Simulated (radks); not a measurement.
Task: All-electron atom: the platinum anion Pt2- in [Hg]. Calculated with a radial shooting solver on a logarithmic mesh with Libxc functionals: scalar-relativistic Kohn-Sham, LB94 model potential, spin-polarised, spherical densities, point nucleus; Watson sphere of charge +2.16 and radius 3.3 bohr. Some entries of the table are withheld. Estimate them.

| orbital | occ. | eigenvalue (hartree) | <r> (bohr) |
|---|---|---|---|
| 1s | 2 | -2892.242 | 0.01712 |
| 2s | 2 | -508.7896 | 0.07222 |
| 2p | 6 | -441.0961 | 0.06510 |
| 3s | 2 | -119.8544 | 0.1868 |
| 3p | 6 | -100.1386 | 0.1878 |
| 3d | 10 | (1) | 0.1701 |
| 4s | 2 | -25.81049 | 0.4155 |
| 4p | 6 | -19.37801 | 0.4425 |
| 4d | 10 | -11.55163 | 0.4684 |
| 5s | 2 | -3.91170 | 0.9461 |
| 4f | 14 | -2.84481 | 0.5130 |
| 5p | 6 | (2) | 1.101 |
| 6s | 2 | -0.41194 | 2.974 |
| 5d | 10 | -0.37762 | (3) |

Result: 
(1) 3d eigenvalue (hartree): -78.73962
(2) 5p eigenvalue (hartree): -2.20275
(3) 5d <r> (bohr): 1.796
